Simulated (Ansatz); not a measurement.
Ga2As3. The state is a quartet with charge 0. Geometry r2SCAN-D4/def2-SVP; atoms count from 1.

```tsv
atom	x (Å)	y (Å)	z (Å)
Ga1	-0.912	-1.365	1.149
Ga2	-1.244	-0.681	-1.411
As3	0.151	1.504	-0.891
As4	0.453	0.887	1.445
As5	1.552	-0.346	-0.292
```

At PBE0-D4/def2-TZVP a doublet of charge 0 lies 1.45 eV below the quartet, each at its own geometry. The structure comes from a short search, and lower isomers may exist.

(1) Estimate the Mulliken populations from the PBE0/def2-TZVP orbitals of Ansatz.

(2) Where does the spin sit?

(3) And the Mayer bond orders between heavy atoms (over 0.3)?

Results:

(1) 
```
atom  charge (e)  spin (α − β)
 Ga1        0.12          0.80
 Ga2        0.12          0.80
 As3       -0.09          0.43
 As4       -0.09          0.44
 As5       -0.08          0.53
```
Mulliken values depend strongly on the basis.

(2) Summed by element: Ga 1.60, As 1.40, of 3 unpaired in all. Largest on single atoms: Ga2 0.80, Ga1 0.80, As5 0.53.

(3) Ga1–Ga2 0.70 (2.67 Å); Ga1–As4 0.54 (2.65 Å); Ga2–As3 0.54 (2.64 Å); As3–As4 1.05 (2.43 Å); As3–As5 1.16 (2.40 Å); As4–As5 1.16 (2.40 Å).
